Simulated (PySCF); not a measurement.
Al(vinyl)(OH)2 (C2H5AlO2), SMILES C=[CH][Al]([OH])[OH]. Atoms are numbered in the order given.

```xyz
10

Al    -0.0287    -0.4728     0.0000
C     -0.7692     1.3090     0.0000
C      0.0155     2.4005     0.0000
H     -1.8556     1.4743     0.0000
H     -0.3902     3.4210     0.0000
H      1.1097     2.3260     0.0000
O      1.6709    -0.5932     0.0000
H      2.2292    -1.3733     0.0000
O     -1.0855    -1.8083     0.0000
H     -0.8807    -2.7459     0.0000
```

Coordinates come from a B3LYP-D3(BJ)/def2-SVP optimisation. The structure was generated by enumeration; whether it is a known compound was not checked. The values are those of a single conformer.

Level of theory: PySCF 2.14.0 with B3LYP-D3(BJ)/def2-SVP.

Frequencies are harmonic and unscaled.

```tsv
mode	ν (cm⁻¹)	IR (km/mol)	moving atoms (share of kinetic energy)
1	78	2.1	C 46 %, H 34 %, O 15 %
2	114	0.6	O 41 %, C 29 %, H 21 %, Al 10 %
3	233	24.8	O 53 %, H 22 %, C 15 %, Al 10 %
4	245	6.6	H 42 %, Al 40 %, O 17 %
5	263	0.3	H 85 %
6	324	6.8	C 44 %, H 21 %, O 18 %, Al 17 %
7	345	307.7	H 80 %, O 17 %
8	467	336.4	H 86 %, O 12 %
9	479	35.9	H 60 %, C 29 %, Al 10 %
10	551	0.5	H 67 %, O 32 %
11	605	9.0	C 47 %, O 28 %, H 18 %
12	844	180.3	Al 41 %, O 40 %, H 14 %
13	928	110.0	Al 48 %, O 45 %
14	1002	18.9	H 85 %, C 12 %
15	1003	27.1	H 72 %, C 28 %
16	1062	11.0	H 93 %
17	1271	1.7	H 71 %, C 29 %
18	1421	14.8	H 80 %, C 20 %
19	1648	16.4	C 82 %, H 18 %
20	3095	22.7	H 95 %
21	3118	8.8	H 92 %, C 8 %
22	3186	12.6	H 89 %, C 11 %
23	3943	59.9	H 94 %
24	3948	103.8	H 94 %
```
